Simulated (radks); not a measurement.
Values are calculated unless marked as measured or tabulated.
Valence configurations of S III (all share [Ne]). Code: a radial shooting solver on a logarithmic mesh with Libxc functionals. Model: Dirac Kohn-Sham, LDA (Slater exchange, Perdew-Wang correlation), spin-unpolarised, spherical densities, point nucleus; open shells are shared between the two j in proportion to 2j + 1. Energies are relative to 3s2 3p2; eigenvalues in eV.

3s2 3p2: E (eV) 0.000; e(3p1/2) -28.150; e(3p3/2) -28.032; e(3s1/2) -39.395
3s1 3p3: E (eV) 11.357; e(3p1/2) -28.700; e(3p3/2) -28.579; e(3s1/2) -40.009
3s1.5 3p2.5: E (eV) 5.670; e(3p1/2) -28.428; e(3p3/2) -28.309; e(3s1/2) -39.706
3p4: E (eV) 22.779; e(3p1/2) -29.224; e(3p3/2) -29.101
3s0.5 3p3.5: E (eV) 17.060; e(3p1/2) -28.965; e(3p3/2) -28.843; e(3s1/2) -40.306

NIST lists [Ne] 3s2 3p2 as the ground configuration; this level of theory agrees among the configurations tried. The energies are those of spherical spin-averaged densities, not of single terms.
